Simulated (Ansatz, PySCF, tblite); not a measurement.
Potential energy curve for Au(Me)(CNMe), SMILES C[N+]#[C-]->[Au][CH3], singlet. The C3–Au7 bond (C3 also carries N; Au7 carries C) is stretched with both fragments frozen at the PBE0/def2-SVP, def2 effective core potentials past Kr optimised geometry. Each curve is given relative to its own lowest point near equilibrium.

```json
[
 {"R / Å": "1.65", "A": "150.8", "B": "166.4", "C": "183.4", "D": "65.1"},
 {"R / Å": "1.76", "A": "54.2", "B": "64.1", "C": "71.8", "D": "15.4"},
 {"R / Å": "1.89", "A": "7.8", "B": "11.8", "C": "13.9", "D": "0.0"},
 {"R / Å": "1.92", "A": "3.6", "B": "6.3", "C": "7.7", "D": "0.1"},
 {"R / Å": "1.99", "A": "0.0", "B": "0.0", "C": "0.1", "D": "3.3"},
 {"R / Å": "2.07", "A": "3.4", "B": "0.5", "C": "0.0", "D": "10.1"},
 {"R / Å": "2.12", "A": "8.2", "B": "3.7", "C": "2.9", "D": "15.1"},
 {"R / Å": "2.24", "A": "24.2", "B": "16.1", "C": "15.0", "D": "27.6"},
 {"R / Å": "2.43", "A": "53.1", "B": "40.6", "C": "39.1", "D": "44.5"},
 {"R / Å": "2.63", "A": "80.7", "B": "65.0", "C": "62.7", "D": "57.2"},
 {"R / Å": "2.89", "A": "108.3", "B": "90.0", "C": "87.0", "D": "68.3"},
 {"R / Å": "3.23", "A": "132.0", "B": "112.0", "C": "108.6", "D": "76.2"},
 {"R / Å": "3.69", "A": "149.3", "B": "128.6", "C": "125.6", "D": "80.8"},
 {"R / Å": "4.20", "A": "158.5", "B": "137.4", "C": "135.4", "D": "82.9"},
 {"R / Å": "4.90", "A": "164.2", "B": "142.7", "C": "141.8", "D": "84.7"},
 {"R / Å": "5.75", "A": "167.5", "B": "145.7", "C": "145.0", "D": "86.1"}
]
```

Energies in kJ/mol.

Q: Match the curves with the methods GFN2-xTB, 300 K electronic temperature (tblite); unrestricted B3LYP/def2-SVP, def2 effective core potentials past Kr (Ansatz, a first-principles code); PySCF with unrestricted B3LYP/LANL2DZ, with its core potentials past Ne; unrestricted PBE0/def2-SVP, def2 effective core potentials past Kr in Ansatz.

A: A is UKS-PBE0; B is UKS-B3LYP; C is UKS-B3LYP/LANL2DZ; D is GFN2-xTB.
